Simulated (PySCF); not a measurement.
**Telling isomers of C₅H₆N₂O apart by NMR**

Calculated, not measured (PySCF 2.14): shielding tensors at PBE0/pcSseg-1 (GIAO), GFN2-xTB structure. Gas phase, a single conformation, relativity neglected, fast rotation and ring inversion assumed for equivalent nuclei.

δ = σ(ref) − σ, references computed at the same level: 1H, 13C against TMS. Where no couplings were computed, multiplicities follow the n + 1 count of equivalent neighbours, and m marks all less simple cases (inequivalent or close neighbours, rings, F or P nearby). Shifts are as computed. Against solution values, carbons near 30 ppm lie about +3 ppm off and those near 130 ppm about +5 ppm. Of 1309 compounds with measured shifts, 239 miss one by over three times the rms of a fit or turn the order of signals round; such compounds aren't used in these exercises.

(1) Tabulate the signals of `C=CCc1ncno1`, `Cn1nccc1C=O` and their relative energies.

(2) What is the quickest way to tell C=CCc1ncno1 from Cn1nccc1C=O?

## Answers

(1) 
| SMILES | carbon types | δC | δH | E rel. (kcal/mol) |
| --- | --- | --- | --- | --- |
| C=CCc1ncno1 | 1×C 2×CH 2×CH2 | 185.0, 163.2, 141.5, 126.4, 37.5 | 8.36 (s, 1H), 6.26 (m, 1H), 5.72 (m, 1H), 5.51 (m, 1H), 3.84 (d, 2H) | 27.3 |
| Cn1nccc1C=O | 1×C 3×CH 1×CH3 | 184.2, 143.7, 141.1, 121.9, 42.4 | 10.19 (s, 1H), 7.57 (m, 1H), 6.91 (m, 1H), 4.31 (s, 3H) | 0.0 |

Energies are electronic energies at PBE0/pcSseg-1 on these geometries, without zero-point or thermal terms, each for the one conformer computed, which needn't be the lowest.

(2) Both give the same number of carbon signals, but DEPT or the intensities differ. The first has a terminal =CH2 carbon at 126.4 ppm, the second a methyl carbon bonded to N (CH3) at 42.4 ppm. Their most deshielded carbons lie at 185.0 and 184.2 ppm. In the proton spectra the most deshielded non-exchanging signals are 8.36 (s, 1H) and 10.19 (s, 1H).
